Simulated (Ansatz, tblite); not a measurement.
Forces on the cluster Al₂Si₂ at its PBE-D4/def2-TZVP geometry. The state is a singlet with charge 0.

The xTB rows come from tblite. The order of the spin states hangs on the level: the triplet lies 0.32 eV below the singlet at PBE0-D4/def2-TZVP, but 0.23 eV above it at GFN1-xTB. Another isomer (singlet) lies 0.17 eV lower at BLYP-D4/def2-TZVP.

GFN1-xTB (tblite), largest force 0.86 eV/Å:

```xyz
4
positions Å, forces eV/Å
Al    0.812   -0.747    0.498    0.565   -0.550    0.348
Al   -0.815    0.743   -0.499   -0.593    0.510   -0.362
Si    1.089   -0.064   -1.873   -0.247    0.036    0.457
Si   -1.086    0.068    1.874    0.275    0.004   -0.443
```

GFN2-xTB (tblite), largest force 1.24 eV/Å:

```
Al 0.338 -0.307 0.208
Al -0.336 0.310 -0.206
Si -0.624 0.036 1.071
Si 0.622 -0.040 -1.074
```

BLYP-D4/def2-TZVP (Ansatz), largest force 0.22 eV/Å:

```
Al 0.146 -0.134 0.090
Al -0.146 0.134 -0.089
Si 0.065 -0.004 -0.111
Si -0.064 0.004 0.111
```
